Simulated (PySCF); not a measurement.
**What settings do to a single point of [Ce(H2O)2]3+**

The sound run of [Ce(H2O)2]3+ (singlet in the valence; each metal's 4f electrons, 1 of them, lie in its core potential, out of spins and levels) uses PySCF 2.14.0, RKS TPSS, Ce lcecp-1-SVP with ECP47, O def2-SVP, H def2-SVP; non-relativistic Hamiltonian with scalar-relativistic core potentials where named; density fitting; no spin-orbit coupling, grid (50, 194), threshold 1e-8 Eh and 55 cycles, at the relaxed geometry:

```xyz
7

Ce    0.3220   -1.1232    0.0112
O    -0.0767    0.1859    1.9269
H     0.3567    1.0432    2.2096
H    -0.7011   -0.0076    2.6860
O     0.0266    0.1695   -1.9310
H     0.2136   -0.0920   -2.8796
H    -0.3290    1.1004   -2.0231
```

There Ce1 has a Mulliken charge of 2.25 e and the dipole about the centre of mass is 2.71 D. Each run below changes one thing and starts from free metal ions and neutral atoms unless it says otherwise; with 55 cycles, smearing, a level shift and second-order steps follow where DIIS fails, and their cycles count. Energy shifts count from the sound run. On f atoms grids over 110 angular points are at least (60, 302).

| change | outcome | cycles | energy shift (eV) | largest force component (eV/Å) | charge on Ce1 (e) | dipole about the centre of mass (D) |
| --- | --- | --- | --- | --- | --- | --- |
| cycle limit 3 | not converged | 3 | – | – | – | – |

Task: One further run converged with energy shift (eV) 1.40, largest force component (eV/Å) 3.54, charge on Ce1 (e) 2.26, dipole about the centre of mass (D) 2.63. Which change was it?
A. threshold 1e-05
B. start from a density of up to 30 smeared cycles (not counted)
C. grid (15, 26)

Result: C.

Task: And the other changes listed?

Result: 
| change | outcome | cycles | energy shift (eV) | largest force component (eV/Å) | charge on Ce1 (e) | dipole about the centre of mass (D) |
| --- | --- | --- | --- | --- | --- | --- |
| start from a density of up to 30 smeared cycles (not counted) | converged | 7 | 0.0000 | 0.02 | 2.25 | 2.71 |
| threshold 1e-05 | converged | 9 | 0.0000 | 0.02 | 2.25 | 2.71 |

Unsound on purpose, so not properties of the compound: grid (15, 26).

Forces carry noise of the integration grid, about 0.01 to 0.03 eV/Å.

No frequency check is given that shows the relaxed geometry to be a minimum. An lcecp potential fixes the number of 4f electrons, so in runs with it no electron can move into or out of that shell.
